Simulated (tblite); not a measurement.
Species: C4H7ClSSi.
Cartesian coordinates in Å at the GFN2-xTB level; atoms count from 1:
```xyz
14
C4H7ClSSi angstrom
Si    -2.329    0.093   -0.060
C     -0.518   -0.161   -0.592
C      0.453   -0.083    0.583
C      1.872   -0.301    0.134
Cl     2.264   -1.920   -0.407
C      2.785    0.622    0.075
S      3.848    1.762    0.050
H     -3.176    0.024   -1.249
H     -2.453    1.404    0.581
H     -2.701   -0.957    0.890
H     -0.407   -1.130   -1.080
H     -0.239    0.593   -1.331
H      0.393    0.897    1.060
H      0.206   -0.845    1.325
```

Calculated harmonic vibrations of the isolated species, GFN2-xTB (tblite), most abundant isotopes, no scaling. Against measured fundamentals such values can be off by several per cent, at times by over 20. Modes of hydrogen on silicon can be 10 to 20 % off. One conformer, not necessarily the lowest.

Harmonic wavenumbers (cm⁻¹): 41.5, 56.8, 92.6, 115.2, 124.5, 212.6, 245.2, 276.7, 404.7, 452.2, 512.4, 534.0, 598.9, 731.4, 762.5, 778.1, 785.5, 791.6, 860.3, 956.3, 1055.0, 1095.5, 1157.3, 1220.8, 1260.4, 1312.5, 1454.8, 1479.9, 1874.3, 2263.5, 2267.6, 2283.1, 2963.1, 2977.4, 2983.7, 2992.2.

A = 2027, B = 651.8, C = 511.2 MHz; mass 149.973 u (most abundant isotopes); point group C1, symmetry number 1.

Question: Zero-point energy?

Answer: Half the sum of the wavenumbers: 19987 cm⁻¹ = 239.10 kJ/mol.

Question: Entropy at 273.15 K, 1 bar (ideal gas, RRHO, classical rotation)?

Answer: Translation 169.52, rotation 126.70, vibration 116.08: S = 412.3 J/(mol K).

Question: And Cp and H(273.15 K) − H(0)?

Answer: Cp = 139.89 J/(mol K), of which vibrations give 106.63 (their classical limit is 36 R = 299.3); H(273.15 K) − H(0) = 25.00 kJ/mol without the zero-point energy, 15.92 from vibrations.

Question: How do the functions run with temperature in this model?

Answer: 
```json
{"T (K)": "150", "S (J/(mol K))": "342.0", "Cp (J/(mol K))": "98.6", "H − H(0) (kJ/mol)": "10.30", "G − H(0) (kJ/mol)": "-41.00", "ln q(vib)": "3.64"}
{"T (K)": "250", "S (J/(mol K))": "400.3", "Cp (J/(mol K))": "132.3", "H − H(0) (kJ/mol)": "21.85", "G − H(0) (kJ/mol)": "-78.21", "ln q(vib)": "6.35"}
{"T (K)": "298.15", "S (J/(mol K))": "424.9", "Cp (J/(mol K))": "147.8", "H − H(0) (kJ/mol)": "28.60", "G − H(0) (kJ/mol)": "-98.08", "ln q(vib)": "7.59"}
{"T (K)": "400", "S (J/(mol K))": "472.5", "Cp (J/(mol K))": "176.5", "H − H(0) (kJ/mol)": "45.16", "G − H(0) (kJ/mol)": "-143.83", "ln q(vib)": "10.09"}
{"T (K)": "600", "S (J/(mol K))": "552.5", "Cp (J/(mol K))": "218.2", "H − H(0) (kJ/mol)": "84.92", "G − H(0) (kJ/mol)": "-246.59", "ln q(vib)": "14.65"}
{"T (K)": "900", "S (J/(mol K))": "649.1", "Cp (J/(mol K))": "257.4", "H − H(0) (kJ/mol)": "156.77", "G − H(0) (kJ/mol)": "-427.40", "ln q(vib)": "20.72"}
```

q(vib) and H(0) count from the zero-point level.

Question: Which modes carry the vibrational entropy at 273.15 K?

Answer: 41.5 cm⁻¹: 20.97; 56.8 cm⁻¹: 18.38; 92.6 cm⁻¹: 14.37; 115.2 cm⁻¹: 12.59; 124.5 cm⁻¹: 11.97; 212.6 cm⁻¹: 7.79 J/(mol K); the other 30 give 30.00 together.

Hindered rotation and anharmonicity are outside this model. Other conformers, if any are populated, would add a mixing term that is left out. The structure is chiral; the term R ln 2 for an equal mix with its mirror image is left out.

On an Arm Neoverse V1 with one thread, no GPU, on a shared host, this took 0.58 s wall. This covers the Hessian and the dipole derivatives.
